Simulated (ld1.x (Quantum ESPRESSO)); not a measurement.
**What one change does to a pseudopotential (indium (In), RRKJ)**

In, norm-conserving RRKJ (Kleinman–Bylander form), made with ld1.x (Quantum ESPRESSO) 7.5 (LDA (PZ), scalar-relativistic). Core [Kr] 4d10, reference 5s2 5p1. Waves: 5s (bound): rc 2.05 bohr; 5p (bound): rc 2.85 bohr. Local part: all-electron potential smoothed inside 1.80 bohr (lloc = -1). Core correction: none. rho0 = 0.005.

All-electron outer shells of the reference configuration (LDA (PZ), scalar-relativistic, ld1.x):

```
shell  level (eV)  outermost node (bohr)  outermost maximum (bohr)
   4p      -78.05                   0.42                      0.82
   4d      -18.71                   0.40                      0.94
   5s       -8.49                   1.02                      2.13
   5p       -2.70                   1.14                      2.85
```

Change: local potential all-electron potential smoothed inside 2.74 bohr (lloc = -1).

Cutoffs: the cutoffs (Ry, on a coarse ladder) from which the occupation-weighted sum of valence levels, in a spherical-Bessel basis at the reference potential, stays within 10 and 1 mRy of its value at 400 Ry; they do not see the model core or the augmentation charge, which bear on the density cutoff. Errors are all-electron minus pseudo energies relative to the spin-unpolarised reference configuration.

Problem. What does the change do?

Solution. The potential gets neither clearly harder nor softer (25 Ry and 35 Ry → 25 Ry and 40 Ry); the bound ghost in s disappears; the errors of the 9 common tests hardly move; the range in which the s phases agree narrows (upper end at the end of the scan → 1.8). In the separable form a ghost depends on how the local part lies against the semilocal potential of the channel, so the choice of the local part can create or remove one.

| quantity | base | changed |
| --- | --- | --- |
| cutoff, loose | 25 Ry | 25 Ry |
| cutoff, tight | 35 Ry | 40 Ry |
| loose cutoff by channel (10 mRy a level) | s 21 Ry, p 6 Ry | s 18 Ry, p 8 Ry |
| bound ghosts | s | none |
| error for 5s2 5p0, meV [ΔE 5.59 eV] | +14 | +15 |
| error for 5s1 5p0, meV [ΔE 25.26 eV] | +154 | +164 |
| error for 5s2 5p0.5, meV [ΔE 2.05 eV] | +2.2 | +2.4 |
| error for 5s2 5p1.3, meV [ΔE -0.58 eV] | +0.7 | +0.6 |
| error for 5s1 5p2, meV [ΔE 5.94 eV] | +18 | +18 |
| error for 5s0 5p3, meV [ΔE 12.16 eV] | +93 | +92 |
| error for 5s1 5p1, meV [ΔE 12.29 eV] | +32 | +33 |
| error for 5s2 5p1 (spin-polarised), meV [ΔE -0.12 eV] | +19 | +19 |
| error for 5s1 5p0 (spin-polarised), meV [ΔE 25.03 eV] | +465 | +474 |
| s: phases at 3.09 bohr within 0.05 rad from the reference energy up to (Ry; the scan ends near 5) | to the end of the scan | 1.8 |
| p: phases at 3.09 bohr within 0.05 rad from the reference energy up to (Ry; the scan ends near 5) | 1.5 | 2.4 |

 A true bound ghost makes a file unfit for plane-wave use even where its test errors are small: the radial tests pick states by their node count and pass the ghost by.
